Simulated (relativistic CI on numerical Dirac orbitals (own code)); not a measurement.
**Crystal-field levels of Ru⁶⁺, 4d2**

Calculated by Dirac-Coulomb-Breit CI, orbitals from a KLI potential per configuration, model QED, valence Slater integrals scaled by 0.65, one configuration in a parametric crystal field (own radial code).

Field parameters in Wybourne normalisation: D4h B²₀ = −7Ds, B⁴₀ = 21(Dq − Dt), B⁴₄ = 21√(5/14) Dq. The field is a parameter set, without covalency.

S is read from ⟨S²⟩ = S(S + 1).

Levels (cm⁻¹, degeneracy): 0 (1), 260 (2), 3734 (1), 3920 (1), 5267 (2), 6081 (1), 6270 (1), 10398 (1), 10705 (1), 14944 (2), 15082 (1), 26033 (1).

**Question.** Which field gives this pattern?
A. D4h, 10Dq = 23150, Ds = 1360, Dt = -380 cm⁻¹
B. D4h, 10Dq = 23150, Ds = 140, Dt = -380 cm⁻¹
C. D4h, 10Dq = 23150, Ds = 3000, Dt = -380 cm⁻¹
D. D4h, 10Dq = 23150, Ds = 950, Dt = -380 cm⁻¹

**Answer.** D. D4h, 10Dq = 23150, Ds = 950, Dt = -380 cm⁻¹, ground level with S = 0.99.
